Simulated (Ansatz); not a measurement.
`C[SiH](S)CF` + `CNC(O)F` → `CN[SiH](C)S` + `OC(F)CF`  (formal exchange of groups at the Si–C bond)

Gas-phase electronic energies from Ansatz, PBE0-D4/def2-TZVP geometries. CCSD(T)/CBS is the MP2 limit (def2-TZVPP, def2-QZVPP) plus CCSD(T) − MP2 in def2-TZVPP, frozen cores. Functionals use def2-TZVPP. B3LYP here is the variant with VWN-RPA as its local correlation; programs differ in this. Each species was taken in one conformer, which may not be the lowest.

| level | ΔE (eV) |
| --- | --- |
| PBE-D4 | -0.68 |
| r2SCAN-D4 | -0.74 |
| B3LYP-D4 | -0.75 |
| MP2/def2-TZVPP | -0.80 |
| SCS-MP2/def2-QZVPP | -0.81 |
| HF/CBS(def2) | -0.82 |
| MP2/CBS(def2) | -0.82 |
| CCSD/CBS(def2) | -0.80 |

Q: What does CCSD(T)/CBS give? (Best estimate.)

A: Ansatz gave: -0.78 eV. The listed levels differ from it by 0.10, 0.04, 0.03, -0.02, -0.03, -0.04, -0.04, -0.02 eV.

Largest T1 diagnostic among the species: 0.011.

From PBE to PBE0 (25 % exact exchange), in def2-TZVPP and without D4, ΔE moves by −0.05 eV.
